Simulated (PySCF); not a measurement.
# Static response to an electric field

trans-Si(H2O)2Cl4.
Cartesian coordinates in Å at the PBE0-D3(BJ)/def2-SVP level; atoms count from 1:
```xyz
11
Cl4H4O2Si angstrom
Si    -0.0190   -0.0321    0.0093
O      0.2225    0.2096    1.9262
H     -0.6906    0.3324    2.2506
H      0.6722    1.0682    2.0230
O     -0.2545   -0.2671   -1.9070
H     -0.3646   -1.2333   -1.9988
H      0.6030   -0.0413   -2.3093
Cl     2.1103   -0.2732   -0.2380
Cl    -2.1373    0.2238    0.3364
Cl     0.2049    2.0972   -0.2691
Cl    -0.2487   -2.1698    0.2076
```

Level: wB97X-D/def2-SVPD (PySCF), static field, nuclei fixed, core orbitals frozen in the response. The polarisability tensor in these axes (au):

```
x   97.65  0.32 -3.19
y    0.32 98.26 -0.25
z   -3.19 -0.25 83.78
```

What are the eigenvalues, a third of the trace, and Δα (Δα² = ½Σ(αi − αj)² over the three pairs)?

Principal values 83.08, 97.93 and 98.67 au; mean 93.23 au = 13.81 Å³ = 15.37 × 10⁻⁴⁰ C²·m²/J; Δα = 15.24 au (16 % of the mean).

What is the dipole moment, and where does it point?

(0.39, 0.32, -0.11) D, 0.52 D in size, pointing from the negative to the positive side. Measured along this direction, the outermost atoms are Cl11 and Cl9 at the negative end and Cl10 and Cl8 at the positive end.

In a dilute gas of rigid molecules at 400 K, how does the orientational term μ²/3kT compare with the electronic polarisability?

In Gaussian units μ²/3kT = 1.61 Å³ against 13.81 Å³, a ratio of 0.12; the Debye molar polarisation (4π/3)N_A(α + μ²/3kT) is 38.9 cm³/mol, leaving out the vibrational part.

Directions of the eigenvectors, and the extent of the frame along each?

Largest value along (0.73, 0.66, -0.17), where the nuclei span 3.25 Å; middle along (-0.65, 0.75, 0.13), 3.21 Å; least along (0.21, 0.01, 0.98), 4.26 Å. 

Molar refractivity from α?

Lorentz–Lorenz: R = (4π/3)N_A α = 2.5225 cm³/(mol·Å³) × 13.81 Å³ = 34.8 cm³/mol, in the limit of long wavelengths.

Geometry: PBE0-D3(BJ)/def2-SVP; no solvent, vibrations or thermal averaging.
